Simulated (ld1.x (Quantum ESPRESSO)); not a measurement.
## Transferability test, ultrasoft potential for gallium (Ga)

ld1.x (Quantum ESPRESSO) 7.5 input, shortened:

```
&input
   title='Ga', zed=31., rel=1, dft='PZ', iswitch=3,
   config='[Ar] 3d10 4s2 4p0.5'
 /
 &inputp
   pseudotype=3, tm=.true., lloc=-1, rcloc=1.45,
   nlcc=.true., rcore=0.80,
   which_augfun='PSQ', rmatch_augfun_nc=.true.
 /
6
4S  1  0   2.00   0.00  1.80  2.05  0.0
4S  1  0   0.00   2.70  1.80  2.05  0.0
4P  2  1   0.50   0.00  2.15  2.55  0.0
4P  2  1   0.00   0.15  2.15  2.55  0.0
3D  3  2  10.00   0.00  0.90  1.10  0.0
3D  3  2   0.00  -0.15  0.90  1.10  0.0
 &test
   configts(1)='3d10 4s2 4p0.5'
 /
```

Energies are relative to the spin-unpolarised reference configuration 3d10 4s2 4p0.5; without spin polarisation the order of configurations can differ from experiment. Spin-polarised rows fill each open shell by Hund’s rule, majority spin first. The frozen-core shift is the all-electron ΔE with the core orbitals held at their reference shape minus the fully relaxed ΔE.

```tsv
valence configuration	charge	ΔE all-electron (eV)	error AE − PS (meV)	frozen-core shift (meV)
3d10 4s2 4p1	0	-2.120	+0.1	-0.2
3d10 4s2 4p0	+1	3.768	-0.9	+0.5
3d10 4s1 4p0	+2	25.271	-14	+3.9
3d9 4s2 4p2	0	18.282	-338	+195
3d10 4s1 4p2	0	4.492	-1.4	+0.4
3d10 4s0 4p3	0	11.424	-5.8	+1.6
3d10 4s2 4p0.5 (spin-polarised)	+0.5	-0.041	0.0	0.0
3d10 4s2 4p1 (spin-polarised)	0	-2.254	+0.2	-0.2
```

Task: What are ΔE and the potential's error for 3d10 4s2 4p1.3?

Result: ΔE = -2.698 eV all-electron; the error (AE − PS) is +0.1 meV.

A variational frozen-core shift is positive and of second order in the change. This column holds negative values, so the frozen-core run of ld1.x carries numerical noise or an error of first order here, and the column gives no more than the rough size of the effect.
